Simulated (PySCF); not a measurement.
CH7ClOSi2, SMILES C(O[SiH2]Cl)[SiH3].

The structure is a stationary point at PBE-D3(BJ)/def2-SVP. The structure was generated by enumeration, and PubChem lists no compound with its InChIKey, so it may never have been made. Other conformers were not sampled.

Two levels are set side by side: TDDFT-PBE/def2-SVPD (PySCF) and TDDFT-CAM-B3LYP/def2-SVPD (PySCF). Vertical, same geometry. The lowest singlet is HOMO→LUMO 97 % with PBE and HOMO→LUMO 60 %, HOMO→LUMO+2 22 %, HOMO→LUMO+1 10 % with the other functional; states are paired by order. Differences are taken from unrounded values.

```
quantity                               TDDFT-CAM-B3LYP
-------------------------------------  ---------------
lowest singlet excitation (eV)                    7.05
lowest triplet excitation (TDA) (eV)              6.65
first bright state (f over 0.05) (eV)             7.65
its oscillator strength                           0.06
```

### Question
What does TDDFT-PBE give, and how far is it from TDDFT-CAM-B3LYP? (An estimate is asked for; the answer gives what the named calculation found.)

### Answer

```csv
quantity,TDDFT-PBE,TDDFT-PBE minus TDDFT-CAM-B3LYP
lowest singlet excitation (eV),5.95,-1.10
lowest triplet excitation (TDA) (eV),5.68,-0.97
first bright state (f over 0.05) (eV),6.86,-0.78
its oscillator strength,0.07,0.01
```

A lower first singlet is the usual sign of a functional without exact exchange. Differences between two approximate levels are no errors against the true value.

Rough cost on one machine, each run with all the roots and properties that it gave: TDDFT-CAM-B3LYP against TDDFT-PBE about 7 times.
